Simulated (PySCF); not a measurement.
Two-dimensional NMR puzzle

Compound of formula C9H8O2. Correlations simulated from computed shifts and couplings:

HSQC (one-bond C–H):
```
  δH     δC  ¹J(C,H) (Hz)
8.84  144.9           173
8.13  151.1           198
7.97  146.7           167
7.65  135.2           169
5.25  101.8           169
4.77  101.8           175
```

COSY cross peaks (|J| ≥ 2 Hz):
```
  δH    δH  abs. J (Hz)  bonds
8.84  7.65          8.9      3
8.13  5.25         15.6      3
8.13  4.77          7.7      3
7.97  7.65          8.3      3
```

HMBC (two and three bonds, |J| ≥ 2.5 Hz):
```
  δH                      δC [abs. J in Hz]
8.84  171.7 [4.7], 146.7 [8.4], 144.9 [6.2]
8.13              171.7 [3.8], 101.8 [10.1]
7.97                            144.9 [8.1]
7.65               135.7 [8.0], 135.2 [8.1]
5.25                            151.1 [7.4]
4.77                            151.1 [9.2]
```

Carbons without hydrogens: δ 171.7, 135.7.

[PySCF 2.14.0 with density-fitted response routines: geometry from PBE0-D3(BJ)/def2-SVP; NMR shieldings at HF/pcSseg-2/GIAO; J couplings at B3LYP/pcJ-1 (without the spin–dipole term); equivalent nuclei averaged; in vacuum; one conformer; no relativistic terms]

Shifts are taken against calculated references (same method and geometry level): TMS for ¹H, ¹³C.

Exchangeable hydrogens are left out of these lists, and C,H couplings along chains are those of one rotamer, so weak HMBC peaks may be missing or extra.

Problem. Work out the connectivity.

Solution. SMILES C=COC(=O)c1ccccc1.

Numbering as in the mapped SMILES `[CH2:1]=[CH:2][O:3][C:4](=[O:5])[c:6]1[cH:7][cH:8][cH:9][cH:10][cH:11]1`; H(Xn) means a hydrogen on atom n. Ha(C1) is cis to O3; Hb(C1) is trans to O3.

1. δC 171.7 is C4, an ester carbonyl carbon.
2. δC 151.1 is C2, an alkene carbon bearing oxygen (δH 8.13).
3. δC 146.7 is C9, an aromatic CH (δH 7.97).
4. δC 144.9 is C7/C11, an aromatic CH (δH 8.84).
5. δC 135.7 is C6, a substituted aromatic carbon.
6. δC 135.2 is C8/C10, an aromatic CH (δH 7.65).
7. δC 101.8 is C1, a β carbon of an enol-ether or enamine type C=C (δH 5.25, 4.77).
8. HMBC from δH 8.84 reaches the proton-free carbon C4.
9. HMBC from δH 8.13 reaches the proton-free carbon C4.
10. HMBC from δH 7.65 reaches the proton-free carbon C6.
11. COSY links 8.84–7.65, 8.13–5.25, 8.13–4.77, 7.97–7.65.

The shifts were computed for this structure.

Unscaled 3J(H,H) at this level run about 10 % above measured values. Shifts are as computed, not scaled to solution data. Of 1328 compounds with measured shifts, 309 miss one by over three times the rms of a fit or turn the order of signals round; such compounds aren't used in these exercises. Signals without a measured value on file couldn't be tested in this way.
